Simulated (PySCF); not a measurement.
H6HfN2S2, SMILES [NH2][Hf]([NH2])([SH])[SH], multiplicity 1.

Geometry optimised at PBE0-D3(BJ)/def2-SVP. The multiplicity is an assumed one; other spin states were not compared. The def2 effective core potentials stand for the cores of Hf; spin–orbit coupling is left out. One conformer was computed; it need not be the lowest.

Computed with PySCF 2.14.0 with TDDFT-PBE/def2-SVPD.

Vertical excitations. The molecule is in vacuum. State labels are in the subgroup C2.

Computed lowest excited states:
| state | symmetry | energy (eV) | λ (nm) | f | main pairs |
|---|---|---|---|---|---|
| S1 | B | 4.31 | 288 | 0.004 | HOMO→LUMO+1 95 % |
| S2 | B | 4.44 | 279 | 0.036 | HOMO→LUMO 61 %, HOMO−2→LUMO 31 % |
| S3 | B | 4.51 | 275 | 0.022 | HOMO−2→LUMO 56 %, HOMO→LUMO 25 %, HOMO−2→LUMO+1 15 % |
| S4 | A | 4.57 | 271 | 0.007 | HOMO−1→LUMO+1 97 % |
| S5 | A | 4.66 | 266 | 0.007 | HOMO−1→LUMO 87 % |
| S6 | B | 4.66 | 266 | 0.012 | HOMO−2→LUMO+1 82 % |
| S7 | B | 5.05 | 246 | 0.016 | HOMO→LUMO+2 97 % |
| S8 | A | 5.05 | 246 | 0.000 | HOMO−3→LUMO 83 %, HOMO→LUMO+3 14 % |
| S9 | B | 5.12 | 242 | 0.001 | HOMO−4→LUMO 94 % |
| S10 | A | 5.19 | 239 | 0.006 | HOMO−3→LUMO+1 87 % |
| T1 | B | 4.04 | 307 | 0 | HOMO→LUMO 97 % |
| T2 | A | 4.18 | 297 | 0 | HOMO−1→LUMO 96 % |
| T3 | B | 4.20 | 295 | 0 | HOMO→LUMO+1 99 % |
| T4 | A | 4.40 | 282 | 0 | HOMO−1→LUMO+1 98 % |
Triplets are in the Tamm–Dancoff approximation, which puts them higher than full response would, so one can lie above its singlet here.
